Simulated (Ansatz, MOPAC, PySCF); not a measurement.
Noncovalent pair: N2 (SMILES N#N) (first 2 atoms) with CH3F (SMILES CF); geometry from B3LYP-D3(BJ)/def2-TZVP, rigid monomers moved along the line of their centres of mass till N1···F4 is 4.32 Å.
(charge 0, multiplicity 1):
```xyz
7

N     -0.4320     0.0213    -0.0446
N      0.4995     0.0534    -0.6109
C     -0.3057    -0.7893     4.6580
F      0.9115    -0.7629     3.9856
H     -1.1054    -0.6051     3.9402
H     -0.4303    -1.7703     5.1182
H     -0.2996    -0.0125     5.4237
```

Counterpoise-corrected where a basis set is named; no monomer relaxation. Rows marked so take none.

Correlated levels freeze the cores. CBS(a, b) extrapolates the correlation energy as X⁻³ and adds the Hartree–Fock energy of set b. Rows in 3-21G, 6-311+G**, 6-31G* carry no dispersion term and start afresh at each structure (6-31G* with six Cartesian d functions). MP2/6-31G* freezes PySCF's default core. The state reached by AM1, PM3, PM7 isn't checked; PM7 holds dispersion and hydrogen-bond terms.

Programs: Ansatz (Gaussian basis) for Hartree–Fock, density functionals and correlated methods; MOPAC for AM1, PM3, PM7 (differences of heats of formation); PySCF for 3-21G rows, 6-311+G** rows, 6-31G* rows, the dispersion terms. Each number belongs to the level named beside it.

Other levels give for the interaction energy: PBE/def2-TZVPPD -8.5; B3LYP/def2-TZVPPD -2.9; B3LYP-D3(BJ)/def2-TZVPPD -10.1; wB97M-V/def2-TZVPPD -11.7; MP2/CBS(aug-cc-pVDZ, aug-cc-pVTZ) + ΔCCSD(T)/aug-cc-pVDZ -11.7 meV.

Question: What do these common cheap choices give for the same quantity: AM1, PM3, PM7, HF/6-31G* (no counterpoise), B3LYP/3-21G (no counterpoise), B3LYP/6-311+G** (no counterpoise), M06-2X/6-31G* (no counterpoise), MP2/6-31G*?

Answer: AM1 -7.1; PM3 -7.4; PM7 -21.0; HF/6-31G* (no counterpoise) -6.1; B3LYP/3-21G (no counterpoise) -7.3; B3LYP/6-311+G** (no counterpoise) -7.1; M06-2X/6-31G* (no counterpoise) -8.5; MP2/6-31G* -9.7 meV. They span -21.0 to -6.1 meV.

Ansatz is a program for electronic structure.
